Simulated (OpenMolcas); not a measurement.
# Worked example: vertical ionisation energy of C2H5BO (SMILES B1CCO1)

C2H5BO has 9 atoms, charge 0, and is taken as a singlet. As SMILES, `B1CCO1`. The coordinates come from a PBE0-D4/def2-TZVP relaxation.

| atom | x (Å) | y (Å) | z (Å) |
| --- | --- | --- | --- |
| B | -0.4026 | 0.3017 | -1.0820 |
| C | 0.5060 | 0.6170 | 0.1710 |
| C | -0.0986 | -0.7196 | 0.6177 |
| O | -0.8848 | -0.8785 | -0.5962 |
| H | -0.6970 | 0.7728 | -2.1395 |
| H | 0.2363 | 1.4790 | 0.7822 |
| H | 1.5862 | 0.6141 | 0.0210 |
| H | -0.7576 | -0.6813 | 1.4872 |
| H | 0.6006 | -1.5515 | 0.7215 |

Both states at this one shape; open shells run unrestricted unless said. 1 Eh = 27.2114 eV.

```tsv
level	program	singlet C2H5BO (Eh)	doublet C2H5BO+ (Eh)
HF/3-21G	OpenMolcas	-177.206852	-176.817526
BHLYP/def2-SVP	OpenMolcas	-179.066475	-178.665914
M06-2X/def2-SVP	OpenMolcas	-179.085603	-178.683731
CCSD(T)/def2-SVP, open shells restricted, 4 core orbitals frozen	OpenMolcas	-178.663938	-178.266890
```

**Question.** Work out the vertical ionisation energy at each level.

**Answer.** 
1. HF/3-21G: -176.817526 − (-177.206852) = 0.389326 Eh = 10.59 eV.
2. BHLYP/def2-SVP: -178.665914 − (-179.066475) = 0.400561 Eh = 10.90 eV.
3. M06-2X/def2-SVP: -178.683731 − (-179.085603) = 0.401872 Eh = 10.94 eV.
4. CCSD(T)/def2-SVP, open shells restricted: -178.266890 − (-178.663938) = 0.397048 Eh = 10.80 eV.

No measured value is set beside it here; the levels span 10.59 to 10.94 eV. Hartree–Fock favours the state with fewer electron pairs, since it lacks pair correlation.
